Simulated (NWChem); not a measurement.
System: C$_{2}$H$_{3}$B; SMILES BC#C

Here is an NWChem input.

```
start job
memory heap 200 mb stack 900 mb global 1100 mb
geometry units angstroms noautosym nocenter noautoz
  B     -0.004523    -1.395508     0.011603
  C     -0.003093     0.112954     0.010118
  C     -0.001827     1.334050     0.009613
  H     -0.000763     2.409977     0.008981
  H      1.040229    -1.999817     0.012881
  H     -1.050330    -1.997982     0.010999
end
basis spherical
  * library 6-311g**
end
dft
  xc xpbe96 cpbe96
  iterations 150
end
tddft
  cis
  ecut -5.9
  nroots 6
  notriplet
end
task tddft energy
```

Excerpt of the output:

```
             Northwest Computational Chemistry Package (NWChem) 7.3.0
             --------------------------------------------------------

                             Geometry "geometry" -> ""
                             -------------------------

 Output coordinates in angstroms (scale by  1.889725989 to convert to a.u.)

  No.       Tag          Charge          X              Y              Z
 ---- ---------------- ---------- -------------- -------------- --------------
    1 B                    5.0000    -0.00452300    -1.39550800     0.01160300
    2 C                    6.0000    -0.00309300     0.11295400     0.01011800
    3 C                    6.0000    -0.00182700     1.33405000     0.00961300
    4 H                    1.0000    -0.00076300     2.40997700     0.00898100
    5 H                    1.0000     1.04022900    -1.99981700     0.01288100
    6 H                    1.0000    -1.05033000    -1.99798200     0.01099900

 Effective nuclear repulsion energy (a.u.)      46.3537944384

  pbe96 is a nonlocal functional; adding pw91lda local functional.

                                 NWChem DFT Module
                                 -----------------

 Summary of "ao basis" -> "ao basis" (spherical)
 ------------------------------------------------------------------------------
       Tag                 Description            Shells   Functions and Types
 ---------------- ------------------------------  ------  ---------------------
 B                          6-311g**                 8       18   4s3p1d
 C                          6-311g**                 8       18   4s3p1d
 H                          6-311g**                 4        6   3s1p

            General Information
            -------------------
          SCF calculation type: DFT
          Wavefunction type:  closed shell.
          No. of atoms     :     6
          No. of electrons :    20
           Alpha electrons :    10
            Beta electrons :    10
          Charge           :     0
          Spin multiplicity:     1
          Use of symmetry is: off; symmetry adaption is: off
          Maximum number of iterations: 150
          AO basis - number of functions:    72
                     number of shells:    36
          Convergence on energy requested:  1.00D-06
          Convergence on density requested:  1.00D-05
          Convergence on gradient requested:  5.00D-04

              XC Information
              --------------
          PerdewBurkeErnzerhof Exchange Functional  1.000
            Perdew 1991 LDA Correlation Functional  1.000 local
           PerdewBurkeErnz. Correlation Functional  1.000 non-local

             Grid Information
             ----------------
          Grid used for XC integration:  medium
          Radial quadrature: Mura-Knowles
          Angular quadrature: Lebedev.
          Tag              B.-S. Rad. Rad. Pts. Rad. Cut. Ang. Pts.
          ---              ---------- --------- --------- ---------
          B                   0.85       49          11.0       434
          C                   0.70       49          10.0       434
          H                   0.35       45          12.0       434
          Grid pruning is: on
          Number of quadrature shells:   282
          Spatial weights used:  Erf1

      Superposition of Atomic Density Guess
      -------------------------------------

 Sum of atomic energies:        -101.36976546

      Non-variational initial energy
      ------------------------------

 Total energy =    -102.620355
 1-e energy   =    -225.755443
 2-e energy   =      76.781294
 HOMO         =      -0.325085
 LUMO         =      -0.080749

   convergence    iter        energy       DeltaE   RMS-Dens  Diis-err
 ---------------- ----- ----------------- --------- --------- ---------
 d= 0,ls=0.0,diis     1   -102.6067211019 -1.49D+02  8.83D-03  4.19D-01
 d= 0,ls=0.0,diis     2   -102.6089710789 -2.25D-03  6.36D-03  2.86D-01
 d= 0,ls=0.0,diis     3   -102.5960149418  1.30D-02  4.03D-03  3.97D-01
 d= 0,ls=0.0,diis     4   -102.6409600756 -4.49D-02  1.50D-03  3.98D-02
 d= 0,ls=0.0,diis     5   -102.6471033876 -6.14D-03  3.24D-04  1.20D-03
  Resetting Diis
 d= 0,ls=0.0,diis     6   -102.6472823592 -1.79D-04  8.79D-05  6.12D-05
 d= 0,ls=0.0,diis     7   -102.6472921096 -9.75D-06  3.10D-05  1.44D-06
 d= 0,ls=0.0,diis     8   -102.6472898614  2.25D-06  2.25D-05  1.70D-05
 d= 0,ls=0.0,diis     9   -102.6472923371 -2.48D-06  3.13D-06  1.01D-07
 d= 0,ls=0.0,diis    10   -102.6472923500 -1.29D-08  9.10D-07  1.06D-08

         Total DFT energy =     -102.647292350036
      One electron energy =     -228.265930919184
           Coulomb energy =       95.026735371669
    Exchange-Corr. energy =      -15.761891240900
 Nuclear repulsion energy =       46.353794438378

 Numeric. integr. density =       20.000000460836

                       DFT Final Molecular Orbital Analysis
                       ------------------------------------

 Vector    8  Occ=2.000000D+00  E=-3.298367D-01
              MO Center= -4.2D-03, -1.2D+00,  1.1D-02, r^2= 2.2D+00
   Bfn.  Coefficient  Atom+Function         Bfn.  Coefficient  Atom+Function
  ----- ------------  ---------------      ----- ------------  ---------------
     7      0.229400  1 B  px                62      0.192246  5 H  s
    68     -0.192216  6 H  s                  3      0.179624  1 B  px
    25      0.158989  2 C  px                11      0.132482  1 B  px
    61      0.123993  5 H  s                 67     -0.123971  6 H  s
    21      0.103398  2 C  px                43      0.101499  3 C  px

 Vector    9  Occ=2.000000D+00  E=-2.830784D-01
              MO Center= -2.7D-03,  5.2D-01,  1.0D-02, r^2= 1.6D+00
   Bfn.  Coefficient  Atom+Function         Bfn.  Coefficient  Atom+Function
  ----- ------------  ---------------      ----- ------------  ---------------
    27      0.285896  2 C  pz                45      0.266635  3 C  pz
    49      0.215021  3 C  pz                31      0.206862  2 C  pz
    23      0.188784  2 C  pz                41      0.178737  3 C  pz
     9      0.105166  1 B  pz                13      0.076089  1 B  pz
     5      0.070305  1 B  pz

 Vector   10  Occ=2.000000D+00  E=-2.496750D-01
              MO Center= -2.9D-03,  2.8D-01,  1.0D-02, r^2= 2.7D+00
   Bfn.  Coefficient  Atom+Function         Bfn.  Coefficient  Atom+Function
  ----- ------------  ---------------      ----- ------------  ---------------
    43      0.283872  3 C  px                47      0.265982  3 C  px
    25      0.232969  2 C  px                39      0.193409  3 C  px
    29      0.161098  2 C  px                21      0.155552  2 C  px
    62     -0.126647  5 H  s                 68      0.126631  6 H  s
    63     -0.120182  5 H  s                 69      0.120179  6 H  s

 Vector   11  Occ=0.000000D+00  E=-1.227544D-01
              MO Center= -3.7D-03, -5.4D-01,  1.1D-02, r^2= 3.1D+00
   Bfn.  Coefficient  Atom+Function         Bfn.  Coefficient  Atom+Function
  ----- ------------  ---------------      ----- ------------  ---------------
    13      0.412940  1 B  pz                49     -0.333037  3 C  pz
     9      0.322936  1 B  pz                45     -0.231402  3 C  pz
     5      0.212473  1 B  pz                41     -0.158558  3 C  pz
    31      0.095004  2 C  pz                27      0.062293  2 C  pz
    33     -0.046677  2 C  d -1              23      0.035725  2 C  pz

 Vector   12  Occ=0.000000D+00  E=-9.478454D-03
              MO Center= -2.8D-03,  3.4D-01,  1.0D-02, r^2= 3.0D+00
   Bfn.  Coefficient  Atom+Function         Bfn.  Coefficient  Atom+Function
  ----- ------------  ---------------      ----- ------------  ---------------
    47      0.610313  3 C  px                29     -0.550033  2 C  px
    63      0.455981  5 H  s                 69     -0.455927  6 H  s
    25     -0.295247  2 C  px                11     -0.293757  1 B  px
    43      0.265222  3 C  px                21     -0.196718  2 C  px
    39      0.188716  3 C  px                62      0.093789  5 H  s

 Vector   13  Occ=0.000000D+00  E= 4.229735D-02
              MO Center= -3.2D-03, -2.8D-02,  1.1D-02, r^2= 3.5D+00
   Bfn.  Coefficient  Atom+Function         Bfn.  Coefficient  Atom+Function
  ----- ------------  ---------------      ----- ------------  ---------------
    31      0.825024  2 C  pz                49     -0.656190  3 C  pz
    13     -0.621988  1 B  pz                27      0.319308  2 C  pz
    23      0.224613  2 C  pz                45     -0.192211  3 C  pz
     9     -0.160208  1 B  pz                41     -0.145498  3 C  pz
     5     -0.117210  1 B  pz                15      0.048100  1 B  d -1

     Multipole analysis of the density
     ---------------------------------

     L   x y z        total         alpha         beta         nuclear
     -   - - -        -----         -----         ----         -------
     0   0 0 0     -0.000000    -10.000000    -10.000000     20.000000

     1   1 0 0      0.000438      0.059744      0.059744     -0.119051
     1   0 1 0      0.452149      0.115845      0.115845      0.220459
     1   0 0 1     -0.000099     -0.197773     -0.197773      0.395448

[...]

                                NWChem TDDFT Module
                                -------------------

            General Information
            -------------------
           No. of orbitals :     144
            Alpha orbitals :      72
             Beta orbitals :      72
        Alpha frozen cores :       0
         Beta frozen cores :       0
     Alpha frozen virtuals :       0
      Beta frozen virtuals :       0
         Spin multiplicity :       1
    Number of AO functions :      72
        Use of symmetry is : off
      Symmetry adaption is : off
         Schwarz screening :  0.10D-07

              XC Information
              --------------
   PerdewBurkeErnzerhof Exchange Functional   1.00
     Perdew 1991 LDA Correlation Functional   1.00 local
    PerdewBurkeErnz. Correlation Functional   1.00 non-local

             TDDFT Information
             -----------------
          Calculation type : Tamm-Dancoff TDDFT
         Wavefunction type : Restricted singlets
          No. of electrons :      20
           Alpha electrons :      10
            Beta electrons :      10
              No. of roots :       6
          Max subspacesize :    5200
            Max iterations :     100
               Target root :       1
           Target symmetry : none
             Energy Cutoff :-0.59D+01
      Symmetry restriction : off
                 Algorithm : Optimal
        Davidson threshold :  0.10D-03

    6 smallest eigenvalue differences (eV)
--------------------------------------------------------
  No. Spin  Occ  Vir  Irrep   E(Occ)    E(Vir)   E(Diff)
--------------------------------------------------------
    1    1    3   11 a        -6.525    -0.123   174.205
    2    1    3   12 a        -6.525    -0.009   177.287
    3    1    3   13 a        -6.525     0.042   178.696
    4    1    3   14 a        -6.525     0.046   178.790
    5    1    3   15 a        -6.525     0.080   179.724
    6    1    3   16 a        -6.525     0.122   180.870
--------------------------------------------------------

  Entering Davidson iterations
  Restricted singlet excited states

  Iter   NTrls   NConv    DeltaV     DeltaE      Time
  ----  ------  ------  ---------  ---------  ---------
    1      6       0     0.11E+00   0.10+100        1.9
    2     12       0     0.75E-03   0.30E-02        2.0
    3     18       6     0.63E-05   0.54E-07        2.0
  ----  ------  ------  ---------  ---------  ---------
  Convergence criterion met

  Ground state a        -102.647292350036 a.u.

  ----------------------------------------------------------------------------
  Root   1 singlet a              6.410381816 a.u.              174.4354 eV
  ----------------------------------------------------------------------------
     Transition Moments    X -0.00008   Y  0.00010   Z  0.09434
     Dipole Oscillator Strength                    0.0380362811
     Electric Quadrupole                           0.0000867921
     Magnetic Dipole                               0.0001423649
     Total Oscillator Strength                     0.0382654381

     Occ.    3  a   ---  Virt.   11  a       -0.99914
  ----------------------------------------------------------------------------
  Root   2 singlet a              6.515407608 a.u.              177.2933 eV
  ----------------------------------------------------------------------------
     Transition Moments    X  0.01415   Y -0.00001   Z  0.00001
     Dipole Oscillator Strength                    0.0008697217
     Electric Quadrupole                           0.0000011805
     Magnetic Dipole                               0.0000033316
     Total Oscillator Strength                     0.0008742338

     Occ.    3  a   ---  Virt.   12  a        0.99996
  ----------------------------------------------------------------------------
  Root   3 singlet a              6.569324638 a.u.              178.7605 eV
  ----------------------------------------------------------------------------
     Transition Moments    X -0.00004   Y  0.00000   Z  0.04945
     Dipole Oscillator Strength                    0.0107084285
     Electric Quadrupole                           0.0000287201
     Magnetic Dipole                               0.0000416596
     Total Oscillator Strength                     0.0107788083

     Occ.    3  a   ---  Virt.   13  a        0.99929
  ----------------------------------------------------------------------------
  Root   4 singlet a              6.571097641 a.u.              178.8087 eV
  ----------------------------------------------------------------------------
     Transition Moments    X  0.00001   Y  0.01099   Z  0.00002
     Dipole Oscillator Strength                    0.0005291907
     Electric Quadrupole                           0.0000010680
     Magnetic Dipole                               0.0000000002
     Total Oscillator Strength                     0.0005302589

     Occ.    3  a   ---  Virt.   14  a        0.99807
     Occ.    3  a   ---  Virt.   15  a        0.05852
  ----------------------------------------------------------------------------
  Root   5 singlet a              6.617734474 a.u.              180.0778 eV
  ----------------------------------------------------------------------------
     Transition Moments    X  0.00003   Y  0.03469   Z -0.00002
     Dipole Oscillator Strength                    0.0053087865
     Electric Quadrupole                           0.0000189833
     Magnetic Dipole                               0.0000000013
     Total Oscillator Strength                     0.0053277710

     Occ.    3  a   ---  Virt.   14  a       -0.05468
     Occ.    3  a   ---  Virt.   15  a        0.98244
     Occ.    3  a   ---  Virt.   16  a       -0.16007
  ----------------------------------------------------------------------------
  Root   6 singlet a              6.649412880 a.u.              180.9398 eV
  ----------------------------------------------------------------------------
     Transition Moments    X  0.00003   Y  0.01662   Z -0.00001
     Dipole Oscillator Strength                    0.0012249470
     Electric Quadrupole                           0.0000030811
     Magnetic Dipole                               0.0000000003
     Total Oscillator Strength                     0.0012280284

     Occ.    3  a   ---  Virt.   15  a        0.15541
     Occ.    3  a   ---  Virt.   16  a        0.98623

              Target root =      1
          Target symmetry = none
      Ground state energy =   -102.647292350036
        Excitation energy =      6.410381816160
     Excited state energy =    -96.236910533876

  stored tddft:energy   -96.236910533875715
```

Level: PBE/6-311G** (spherical d), restricted-window TDA. All runs use the structure optimised with PBE0/def2-SVP. The quadrupole and magnetic terms of the printed total strengths depend on the origin.
